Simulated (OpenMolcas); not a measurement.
# Computed transition rates of Cu5+

| Property | Result |
| --- | --- |
| Program | OpenMolcas |
| Method | MS-CASPT2, IPEA 0.25 Eh, imaginary shift 0.1 Eh (closed shells correlated: 3s 3p) |
| Basis | ANO-RCC-VTZP [6s5p3d2f1g] |
| Scalar Hamiltonian | DKH2, point nucleus |
| Active space | 6 electrons in 5 orbitals (3d) |
| State averaging | 2S+1 = 5 even, 5 roots; 2S+1 = 3 even, 45 roots kept (CI in the orbitals of an earlier block); 2S+1 = 1 even, 50 roots kept (CI in the orbitals of an earlier block) |
| Spin-orbit coupling | state interaction with AMFI integrals over the reference wave functions, term energies averaged over their components |

Rates come from the transition moments of the reference wave functions (E1 and E2 in the length form). At fixed line strength A goes as λ^-3 for E1 and M1 and as λ^-5 for E2, so a rate at the computed wavelength can be rescaled to the measured one. Measured vacuum wavelengths follow from level energies in Sugar and Musgrove, J. Phys. Chem. Ref. Data 19, 527 (1990). Branching counts decays inside the model space alone, at computed energies, and the table is only a selection of the E2 and M1 lines, drawn from those between levels with measured partners whose computed energy lies within a factor of 1.5 of the measured one.

```json
{"Upper": "3d6 5D0", "Lower": "3d6 5D1", "Type": "M1", "λ computed (nm)": "42060", "λ measured (nm)": "41020", "A computed (s-1)": "2.17e-03", "A rescaled (s-1)": "2.34e-03", "Branching %": "100.0"}
{"Upper": "3d6 3H5", "Lower": "3d6 3H6", "Type": "M1", "λ computed (nm)": "20630", "λ measured (nm)": "16900", "A computed (s-1)": "2.89e-03", "A rescaled (s-1)": "5.26e-03", "Branching %": "85.1"}
{"Upper": "3d6 5D1", "Lower": "3d6 5D2", "Type": "M1", "λ computed (nm)": "20490", "λ measured (nm)": "19890", "A computed (s-1)": "1.10e-02", "A rescaled (s-1)": "1.20e-02", "Branching %": "100.0"}
{"Upper": "3d6 5D2", "Lower": "3d6 5D3", "Type": "M1", "λ computed (nm)": "13030", "λ measured (nm)": "12640", "A computed (s-1)": "2.93e-02", "A rescaled (s-1)": "3.21e-02", "Branching %": "100.0"}
{"Upper": "3d6 5D3", "Lower": "3d6 5D4", "Type": "M1", "λ computed (nm)": "8710", "λ measured (nm)": "8363", "A computed (s-1)": "5.26e-02", "A rescaled (s-1)": "5.94e-02", "Branching %": "100.0"}
{"Upper": "3d6 3G4", "Lower": "3d6 3F4(1)", "Type": "M1", "λ computed (nm)": "1700", "λ measured (nm)": "1750", "A computed (s-1)": "3.74e-01", "A rescaled (s-1)": "", "Branching %": "49.0"}
{"Upper": "3d6 3G5", "Lower": "3d6 3H6", "Type": "M1", "λ computed (nm)": "1441", "λ measured (nm)": "1437", "A computed (s-1)": "3.78e-01", "A rescaled (s-1)": "", "Branching %": "48.1"}
{"Upper": "3d6 1G4(1)", "Lower": "3d6 3F4(1)", "Type": "M1", "λ computed (nm)": "636.6", "λ measured (nm)": "673.1", "A computed (s-1)": "2.75e+00", "A rescaled (s-1)": "", "Branching %": "45.3"}
{"Upper": "3d6 1I6", "Lower": "3d6 3H5", "Type": "M1", "λ computed (nm)": "622.7", "λ measured (nm)": "649.5", "A computed (s-1)": "5.84e-01", "A rescaled (s-1)": "", "Branching %": "38.5"}
{"Upper": "3d6 1I6", "Lower": "3d6 3H6", "Type": "M1", "λ computed (nm)": "604.4", "λ measured (nm)": "625.5", "A computed (s-1)": "9.28e-01", "A rescaled (s-1)": "", "Branching %": "61.1"}
{"Upper": "3d6 1S0(1)", "Lower": "3d6 3P1(1)", "Type": "M1", "λ computed (nm)": "457.3", "λ measured (nm)": "473.9", "A computed (s-1)": "1.25e+01", "A rescaled (s-1)": "", "Branching %": "100.0"}
{"Upper": "3d6 1D2(1)", "Lower": "3d6 3F3(1)", "Type": "M1", "λ computed (nm)": "445.4", "λ measured (nm)": "466.2", "A computed (s-1)": "2.39e+00", "A rescaled (s-1)": "", "Branching %": "40.4"}
{"Upper": "3d6 3P2(1)", "Lower": "3d6 5D3", "Type": "M1", "λ computed (nm)": "350.1", "λ measured (nm)": "356", "A computed (s-1)": "4.42e+00", "A rescaled (s-1)": "", "Branching %": "90.2"}
{"Upper": "3d6 3P1(1)", "Lower": "3d6 5D2", "Type": "M1", "λ computed (nm)": "321.1", "λ measured (nm)": "325.8", "A computed (s-1)": "5.46e+00", "A rescaled (s-1)": "", "Branching %": "74.0"}
{"Upper": "3d6 3H6", "Lower": "3d6 5D4", "Type": "E2", "λ computed (nm)": "319", "λ measured (nm)": "328.8", "A computed (s-1)": "3.52e-05", "A rescaled (s-1)": "", "Branching %": "100.0"}
{"Upper": "3d6 3P0(1)", "Lower": "3d6 5D1", "Type": "M1", "λ computed (nm)": "313.6", "λ measured (nm)": "318.7", "A computed (s-1)": "7.16e+00", "A rescaled (s-1)": "", "Branching %": "98.6"}
{"Upper": "3d6 3H4", "Lower": "3d6 5D4", "Type": "M1", "λ computed (nm)": "312.2", "λ measured (nm)": "319.6", "A computed (s-1)": "6.30e-01", "A rescaled (s-1)": "", "Branching %": "85.6"}
{"Upper": "3d6 3F2(1)", "Lower": "3d6 5D2", "Type": "M1", "λ computed (nm)": "308.1", "λ measured (nm)": "314.9", "A computed (s-1)": "9.96e-01", "A rescaled (s-1)": "", "Branching %": "56.9"}
{"Upper": "3d6 3F3(1)", "Lower": "3d6 5D3", "Type": "M1", "λ computed (nm)": "305", "λ measured (nm)": "311.5", "A computed (s-1)": "2.46e+00", "A rescaled (s-1)": "", "Branching %": "65.5"}
{"Upper": "3d6 3F4(1)", "Lower": "3d6 5D4", "Type": "M1", "λ computed (nm)": "299", "λ measured (nm)": "305.3", "A computed (s-1)": "4.03e+00", "A rescaled (s-1)": "", "Branching %": "84.0"}
{"Upper": "3d6 3D1", "Lower": "3d6 5D1", "Type": "M1", "λ computed (nm)": "221.1", "λ measured (nm)": "225.4", "A computed (s-1)": "1.46e+00", "A rescaled (s-1)": "", "Branching %": "40.8"}
{"Upper": "3d6 3D2", "Lower": "3d6 5D2", "Type": "M1", "λ computed (nm)": "219", "λ measured (nm)": "223.6", "A computed (s-1)": "1.09e+00", "A rescaled (s-1)": "", "Branching %": "38.9"}
{"Upper": "3d6 3D3", "Lower": "3d6 5D4", "Type": "M1", "λ computed (nm)": "208.5", "λ measured (nm)": "212.2", "A computed (s-1)": "2.25e+00", "A rescaled (s-1)": "", "Branching %": "55.8"}
{"Upper": "3d6 1D2(2)", "Lower": "3d6 1G4(1)", "Type": "E2", "λ computed (nm)": "141.7", "λ measured (nm)": "143.9", "A computed (s-1)": "3.25e+01", "A rescaled (s-1)": "3.01e+01", "Branching %": "55.1"}
{"Upper": "3d6 3P0(2)", "Lower": "3d6 5D1", "Type": "M1", "λ computed (nm)": "135.2", "λ measured (nm)": "138.5", "A computed (s-1)": "5.23e+00", "A rescaled (s-1)": "", "Branching %": "48.8"}
```

Spin-changing lines and M1 lines between different terms are not rescaled, since their strength hangs on the term gaps too.

The largest correction is for 3d6 3H5 → 3d6 3H6 (M1): 2.89e-03 × (20630 / 16900)^3 = 5.26e-03 s-1, a factor of 1.82.

The computed order of these levels differs from the measured one in 2 places, and where term gaps are wrong the rates of spin-changing lines can be off by large factors.

These are rates of the free ion; in crystals, glasses and complexes forced electric-dipole and non-radiative decay shorten such lifetimes by orders of magnitude. No measured rate stands beside these. Rescaling mends the energy factor alone: line strengths can still be far off where a level mixes with configurations outside the active space, and weak or spin-changing lines hang on small mixing coefficients that depend on the term gaps too, so rescaling need not improve them.

Term energies are means over components that CASPT2 splits; among the terms shown or strongly mixed into the levels shown the widest spread is 1100 cm-1 (3d6 1I). Terms from blocks run as CI alone lack orbitals of their own. The CASPT2 spread within a term exceeds the gap to the next term for 3d6 1I and 3d6 3D, so the order of their levels is uncertain. Measured partners are found by configuration, term and J. A level has none where our copy of the source lacks it or the pairing is in doubt (some pairs that miss far off the trend of their configuration count as doubtful). Only configurations of the active space appear.

A number in round brackets counts repeated terms of one configuration in the order of the reference energies.
